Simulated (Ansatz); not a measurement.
Born–Oppenheimer molecular dynamics of C₃H₆OSi (11 atoms, charge 0, multiplicity 1). It starts at the highest image of a converged band, a first-order saddle point between two minima.

All numbers below come from Ansatz, UKS PBE-D4/6-31G*.

```
ensemble                      : NVE (velocity Verlet)
time step                     : 0.5 fs
steps asked                   : 200
starting velocities drawn for : 100 K
seed                          : 8589
```

First frame:

```xyz
11
Properties=species:S:1:pos:R:3
C -1.493 0.737 2.446
C -0.717 0.183 1.579
Si 0.486 -0.785 0.525
C 0.659 0.112 -1.158
O -0.576 0.148 -1.887
H -1.320 1.146 1.156
H 1.789 -0.850 1.268
H -0.060 -2.163 0.328
H 1.111 1.120 -1.036
H 1.361 -0.467 -1.784
H -1.175 0.762 -1.416
```

(1) What does the run give?

(2) What happens to the structure?

(3) How do temperature and energy run in time?

## Answers

(1) All steps were run.

```yaml
steps_done: 200
time_covered: 100 fs
mean_temperature_over_the_second_half: 97 K
spread_of_the_potential_energy_over_the_second_half: 2.0 meV per atom
mean_potential_energy_of_the_second_half_above_the_start: 0.4 meV per atom
```

The conserved energy stayed within 0.063 meV per atom of its start (net change 0.023 meV per atom), so the integration is sound. A run of 0.1 ps of so small a system gives no equilibrium averages. The orbitals stay closed-shell, which can raise the energy where a bond breaks towards radicals; this wasn't checked here.

(2) The step under study would form C2–H6 and break C1–H6. These pairs go: C2–H6 1.21 → 1.17 Å, C1–H6 1.36 → 1.50 Å. In the last frame they stand as after the step (other bonds may differ from the relaxed reactants and products). It ends as one piece, C3H6OSi. Pairs count as bonded within 1.25 times the sum of covalent radii (0.12 Å more for H–H). Another seed would give other details.

(3) 
```tsv
time (fs)	T (K)	potential energy less start (eV)	conserved less start (meV/atom)
0.0	100	0.000	0.00
8.0	54	0.054	0.03
16.0	57	0.050	0.04
24.0	57	0.050	0.03
32.0	65	0.041	0.02
40.0	59	0.049	0.03
48.0	45	0.064	0.06
56.0	75	0.029	0.04
64.0	74	0.030	0.03
72.0	86	0.017	0.05
80.0	75	0.030	0.06
88.0	109	-0.010	0.05
96.0	120	-0.023	0.03
```

Run time: 7.7 min on 2 threads of Arm Neoverse V2, on a shared host, peak memory 0.15 GiB.
